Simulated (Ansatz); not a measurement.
FLi, charge +1, doublet, geometry from GFN2-xTB (such geometries of metal compounds can be far from the true shape) (a state made from the parent by changing its charge; the spin is typed, not shown lowest); R2SCAN/def2-QZVP run with Ansatz (a quantum-chemistry and plane-wave program).

The Ansatz input:
Ansatz 0.2 input:
```yaml
crystal:
  periodic: [false, false, false]
  atoms:
    - {symbol: Li, position_ang: [-0.00000000, -0.00000000, -1.65974449]}
    - {symbol: F, position_ang: [0.00000000, 0.00000000, 0.55324816]}
basis:
  gaussian:
    orbitals: def2-QZVP.json
hamiltonian:
  xc: r2scan
total_charge: 1
magnetization: {spin_polarized: true, initial_magnetization: 1}
```
The basis file holds def2-QZVP in the JSON format of the Basis Set Exchange.

Problem. Write the output that Ansatz gives for this input, abridged.

Solution. 
```
Functional definition: r2SCAN
354 factors; their error is unknown
mean field evaluation 1: about -2905.0515 eV, gradient 5.4e1 eV
mean field evaluation 2: about -2900.4732 eV, gradient 6.6e1 eV
mean field evaluation 4: about -2912.2784 eV, gradient 5.3e-1 eV
mean field evaluation 8: about -2912.2644 eV, gradient 2.6e-3 eV
mean field evaluation 16: about -2911.9279 eV, gradient 9.9e0 eV
mean field -2912.26436569 eV, -107.0237414353 hartree, gradient 9.4e-6 eV, S^2 0.752643; 1 other end points of the search recorded, 0 dependent functions left out
reference -2912.26437344 eV, -107.0237417201 hartree; 6, 5 occupied and 86, 87 virtual orbitals, 354 factors
Total energy: -2912.26437344 eV, -107.0237417201 hartree
```
